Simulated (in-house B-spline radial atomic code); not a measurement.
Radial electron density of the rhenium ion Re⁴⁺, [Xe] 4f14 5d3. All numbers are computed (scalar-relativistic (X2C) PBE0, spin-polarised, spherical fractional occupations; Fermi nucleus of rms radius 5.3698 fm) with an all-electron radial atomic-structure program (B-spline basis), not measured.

Caution: exact exchange at fractional occupations of open shells leaves self-interaction of up to several eV.

One-electron X2C: radii and densities carry no picture-change correction, so inner-shell <1/r> comes out high (for 1s by about 2 % at Z = 33, 5 % at 54, 10 % at 75, 30 % at 118) and <r> low.

Columns: r (bohr), 4πr²n(r) (electrons per bohr), bar.

```
 0.00033    2.929 #
0.000407     3.93 #
0.000503    5.271 ##
0.000622    7.047 ##
0.000769    9.379 ###
 0.00095    12.41 ####
 0.00117    16.26 #####
 0.00145    21.31 #######
 0.00179    27.55 #########
 0.00222    35.42 ###########
 0.00274    44.64 ##############
 0.00338    55.29 ##################
 0.00418    67.19 #####################
 0.00517    79.53 #########################
 0.00638    91.01 #############################
 0.00789    100.3 ################################
 0.00975    105.6 ##################################
   0.012    105.9 ##################################
  0.0149    101.2 ################################
  0.0184    94.42 ##############################
  0.0227    90.37 #############################
  0.0281    94.44 ##############################
  0.0347    108.5 ###################################
  0.0429    127.1 ########################################
   0.053    138.3 ############################################
  0.0655    132.6 ##########################################
   0.081    115.3 #####################################
     0.1    105.9 ##################################
   0.124    115.8 #####################################
   0.153      127 ########################################
   0.189    113.1 ####################################
   0.233    81.27 ##########################
   0.289    65.52 #####################
   0.357    74.48 ########################
   0.441     77.3 #########################
   0.544    58.95 ###################
   0.673    35.66 ###########
   0.832    22.54 #######
    1.03    16.54 #####
    1.27    11.35 ####
    1.57    6.156 ##
    1.94    2.591 #
     2.4    0.848 
    2.96   0.2146 
    3.66  0.03612 
    4.52 0.003466 
    5.59 0.0001552
```

On this grid the curve has 4 maxima, near 0.012, 0.053, 0.153, 0.441 bohr.

The 4f up radial function P(r) = rR(r), positive near the nucleus:

```tsv
r (bohr)	P
0.0227	0.001852
0.0347	0.007924
0.053	0.03095
0.081	0.1065
0.124	0.3076
0.189	0.6924
0.289	1.155
0.441	1.335
0.673	1.042
1.03	0.5429
1.57	0.1788
2.4	0.03018
3.66	0.001876
```
